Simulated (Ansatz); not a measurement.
Compare A (`CC(F)C[SiH3]`) with its isomer B (`CC([SiH3])CF`).

Calculated with Ansatz (gas phase, PBE0-D4/def2-TZVP geometries, no zero-point term in ΔE). CBS: MP2 limit from def2 TZ/QZ plus the TZ coupled-cluster correction, frozen cores. DFT in def2-TZVPP. B3LYP here is the variant with VWN-RPA as its local correlation; programs differ in this. One conformer a species, not always the lowest.

A:

Z-matrix (Å, degrees):
```
C
C 1 1.508
H 1 1.091 2 110.7
H 1 1.092 2 110.2 3 120.0
H 1 1.092 2 110.2 3 -120.3
F 2 1.399 1 108.0 3 57.8
C 2 1.514 1 114.2 3 178.7
H 2 1.097 1 110.2 3 -57.3
Si 7 1.885 2 113.9 1 -170.9
H 7 1.096 2 109.8 1 -48.3
H 7 1.095 2 108.8 1 68.2
H 9 1.484 7 112.0 2 72.6
H 9 1.488 7 108.9 2 -167.5
H 9 1.488 7 109.7 2 -48.9
```

B:

```xyz
14

C    -0.039   -1.319   -0.766
C    -0.262   -0.237    0.288
Si   -0.779    1.403   -0.504
C     0.935   -0.072    1.196
F     2.000    0.484    0.499
H    -0.913   -1.442   -1.410
H     0.811   -1.070   -1.404
H     0.167   -2.287   -0.298
H    -1.100   -0.529    0.935
H     0.161    1.806   -1.581
H    -2.132    1.235   -1.101
H    -0.841    2.476    0.526
H     1.278   -1.039    1.583
H     0.714    0.590    2.038
```

Which isomer does CCSD(T)/CBS put lower? Give the gap. (Best estimate.)

Ansatz gave: A, by 5.4 kcal/mol.

Give E(B) − E(A) in kcal/mol with r2SCAN-D4, CCSD(T)/def2-SVP, B2PLYP, PBE0-D4, CCSD(T)/def2-TZVPP, B3LYP, MP2/def2-TZVPP. (Estimate.)

The calculation gave: r2SCAN-D4 5.9, CCSD(T)/def2-SVP 5.0, B2PLYP 5.6, PBE0-D4 5.2, CCSD(T)/def2-TZVPP 5.1, B3LYP 5.9, MP2/def2-TZVPP 4.9. None reverses the order clearly.

Does the order hold for the free energy at 298.15 K (harmonic terms from PBE0-D4)? (An estimate is asked.)

Computed: Yes: G(B) − G(A) = +5.7 kcal/mol, for one conformer each.

Largest T1 diagnostic: 0.011.

In def2-TZVPP, CCSD(T) changes the Hartree–Fock value by −1.0 kcal/mol (the triples alone add −0.1 kcal/mol) and MP2 by −1.2 kcal/mol. Leaving LDA and LC-ωPBE aside and taking each functional with its dispersion term where it has one, the values, not all of them listed here, spread over 1.4 kcal/mol, from revPBE-D4 to B97M-V.
